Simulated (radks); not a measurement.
Q: W21+, configuration [Kr] 4d10 5s2 5p5 (not the ground configuration). Calculated with a radial shooting solver on a logarithmic mesh with Libxc functionals: scalar-relativistic Kohn-Sham, r2SCAN, spin-unpolarised, spherical densities, finite nucleus; meta-GGA in the generalised Kohn-Sham scheme; Fermi nuclear charge, rms radius 5.3658 fm. Some entries of the table are withheld. Estimate them.

orbital,occ.,eigenvalue (eV),<r> (bohr)
1s,2,-70252.43,0.01835
2s,2,-12741.28,0.07761
2p,6,-11227.47,0.06951
3s,2,(1),(2)
3p,6,-3055.581,0.2007
3d,10,-2537.912,0.1820
4s,2,-1237.438,0.4278
4p,6,-1079.289,0.4465
4d,10,-881.9551,0.4575
4f,0,-670.9328,0.4456
5s,2,-566.8459,(3)
5p,5,-506.8083,0.8672
6s,0,-317.4619,1.359

A: 
(1) 3s eigenvalue (eV): -3505.947
(2) 3s <r> (bohr): 0.2005
(3) 5s <r> (bohr): 0.8194
